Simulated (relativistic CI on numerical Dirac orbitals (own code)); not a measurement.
Eu: calculation against measurement

Computed by Dirac-Coulomb-Breit CI, separate exchange-only KLI orbitals for each configuration, model QED, valence Slater integrals scaled by 0.85, P86 correlation estimate, and configurations built on the next ion tied to the tabulated ionisation energy (semi-empirical) (own radial code, finite nucleus).

CI space (outside the closed core [Xe]): 4f7.6s2, 4f7.6s.6p, 4f7.6s.7s, 4f7.6s.8s, 4f6.6s2.6p, 4f6.6s2.8s, 4f5.6s2.7s2, 4f6.6s.7s2, 4f9. The list is cut by size and lacks configurations that can hold low levels.

| Configuration | Term (tabulated) | J | Measured (cm⁻¹) | Computed | Error | Purity (%) |
| --- | --- | --- | --- | --- | --- | --- |
| 4f7.6s2 | a 8S° | 7/2 | 0.0 | 0 | 0 | 97 |
| 4f7.6s.6p | z 10P | 7/2 | 14067.9 | 13465 | -603 | 93 |
| 4f7.6s.6p | z 10P | 9/2 | 14563.6 | 13955 | -609 | 91 |
| 4f7.6s.6p | z 10P | 11/2 | 15581.6 | 14731 | -851 | 97 |
| 4f7.6s.6p | z 6P | 7/2 | 17340.7 | 17140 | -200 | 81 |
| 4f7.6s.6p | z 6P | 5/2 | 17707.4 | 17501 | -207 | 90 |
| 4f7.6s.6p | z 6P | 3/2 | 17945.5 | 17727 | -219 | 98 |

Measured levels from NIST Handbook of Basic Atomic Spectroscopic Data (Sansonetti and Martin, J. Phys. Chem. Ref. Data 34, 1559 (2005)); pairs were made by configuration, J and term (by order where the table uses no LS term), so strongly mixed levels may be paired wrongly.

Mean error by configuration (cm⁻¹): 4f7.6s.6p -448. Over the excited levels the mean absolute error is 448 cm⁻¹ (6 of the 54 excited levels that our extract of the source holds in range could be paired, and the others can miss by more), and the median relative error of those above 1,000 cm⁻¹ is 2.7 %.
